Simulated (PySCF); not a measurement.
C₂H₇NOSi₂. Atoms are numbered in the order given.

```xyz
13

Si    -0.1292    -2.4105     0.0000
C      0.1342    -0.5328     0.0000
N      1.2907    -0.0009     0.0000
C      1.2640     1.4625     0.0000
Si    -0.5904     1.8818     0.0000
O     -1.0083     0.2165     0.0000
H     -0.9122    -2.7846     1.2143
H     -0.9122    -2.7846    -1.2143
H      1.1932    -3.0917     0.0000
H      1.8105     1.8409    -0.8798
H      1.8105     1.8409     0.8798
H     -1.1367     2.5381     1.2199
H     -1.1367     2.5381    -1.2199
```
Charge 0, spin multiplicity 1.

The structure is a stationary point at PBE0-D3(BJ)/def2-SVP. The structure was generated by enumeration, and PubChem lists no compound with its InChIKey, so it may never have been made. Other conformers were not sampled.

Calculation: PBE/def2-TZVP (PySCF).

Isolated molecule, no solvent.

Computed frontier levels, gap, dipole moment and polarisability:
highest occupied level: -6.10 eV
lowest empty level: -1.40 eV
orbital gap: 4.70 eV
dipole moment: 0.303 e·Å
quadrupole, principal values (traceless, Buckingham form, about the centre of nuclear charge): -7.14, -0.30, 7.44 D·Å
mean static polarisability: 88.6 bohr³ (13.12 Å³)
polarisability, principal values: 69.1, 85.7, 110.9 bohr³
